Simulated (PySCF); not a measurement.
C3H5ClOSi, SMILES Cl[Si@@H]1CC=CO1. The structure is a stationary point at PBE-D3(BJ)/def2-SVP. The structure was generated by enumeration; whether it is a known compound was not checked. The values are those of a single conformer.

Computed equilibrium geometry at PBE-D3(BJ)/def2-SVP (PySCF confirms it by a frequency run) as Cartesian coordinates in Å (one conformer of several):
```xyz
11

Cl     1.8818    -0.0283    -0.9474
Si     0.4768    -0.0853     0.5824
C     -0.8917    -1.3608     0.2892
C     -2.0438    -0.4368    -0.0516
C     -1.7875     0.8847     0.0821
O     -0.5381     1.2958     0.4980
H      1.2240    -0.0708     1.8740
H     -1.0883    -1.9715     1.1992
H     -0.6433    -2.0717    -0.5269
H     -3.0232    -0.8083    -0.3858
H     -2.4913     1.7094    -0.1091
```
Charge 0, spin multiplicity 1.
